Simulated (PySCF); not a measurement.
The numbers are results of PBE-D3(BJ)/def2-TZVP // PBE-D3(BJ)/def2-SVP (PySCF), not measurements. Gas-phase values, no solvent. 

Reference species: [Ta(Cl)3(F)2] (neutral, multiplicity 1).

```yaml
mean_distance_from_the_central_atom_to_its_bonded_neighbours: 2.141 Å
charge on the central atom (Mulliken): 1.23 e
```

Changed species: [Ta(Cl)(F)4] (4 of 5 Cl replaced by F; the reference has 2 of 5 Cl replaced by F).

### Question
What does the change do to the mean distance from the central atom to its bonded neighbours and charge on the central atom (Mulliken)?

### Answer
the mean distance from the central atom to its bonded neighbours decreases by 0.177 Å, to 1.964 Å; the charge on the central atom (Mulliken) rises by 0.21 e, to 1.44 e.
